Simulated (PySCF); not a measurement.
Molecule: 2-fluoropyridine (SMILES Fc1ccccn1).

Atom-mapped SMILES (the numbers label the heavy atoms): `[F:1][c:2]1[cH:3][cH:4][cH:5][cH:6][n:7]1`; H(Xn) means a hydrogen on atom n.

Geometry PBE0-D3(BJ)/def2-SVP throughout; GIAO in PySCF 2.14.0 with density-fitted response routines, gas phase, one conformer, non-relativistic; equivalent atoms averaged; basis pcSseg-1.

For orientation, KT2 gives these absolute shieldings σ: C2 21.9, C6 40.1, C4 49.7, C5 67.6, N7 -28.2, H(C6) 23.08, H(C4) 23.73, H(C5) 24.45, H(C3) 24.65 ppm.

A run gave: C2 11.1, C6 26.5, C4 34.4, C5 57.3, N7 -58.6, H(C6) 23.02, H(C4) 23.60, H(C5) 24.38, H(C3) 24.58 ppm (absolute shieldings σ).

Problem. Which functional was used in that run?
A. B3LYP
B. B97-2
C. BHandHLYP
D. LC-wPBE

Solution. C. C5 tells them apart best: BHandHLYP gives 57.3, B97-2 gives 61.4, B3LYP gives 53.4, LC-wPBE gives 59.1 ppm.
